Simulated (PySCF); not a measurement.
W(NH)2(F)(Cl) (ClFH2N2W), SMILES [NH]=[W](=[NH])([F])[Cl], multiplicity 1.

The structure is a stationary point at B3LYP-D3(BJ)/def2-SVP. The spin state was assumed, not searched. The structure was generated by enumeration; whether it is a known compound was not checked. The def2 effective core potentials stand for the cores of W; spin–orbit coupling is left out.

Two levels are set side by side: PBE/def2-TZVP (PySCF) and CAM-B3LYP/def2-TZVP (PySCF). Same geometry, gas phase. Differences are taken from unrounded values.

```
quantity                     CAM-B3LYP    PBE  PBE minus CAM-B3LYP
---------------------------  ---------  -----  -------------------
orbital gap (eV)                  8.53   4.05                -4.48
highest occupied level (eV)      -9.58  -6.90                 2.68
lowest empty level (eV)          -1.05  -2.85                -1.80
dipole moment (D)                 2.66   2.51                -0.15
mean polarisability (bohr³)       63.9   66.4                  2.5
```

PBE's occupied levels lie high since its potential decays too fast outside the molecule; exact exchange lowers them and widens the gap. Loosely held outer electrons make PBE densities more polarisable. Differences between two approximate levels are no errors against the true value.

Rough cost on one machine, each run with all the roots and properties that it gave: CAM-B3LYP against PBE within a factor of 2.
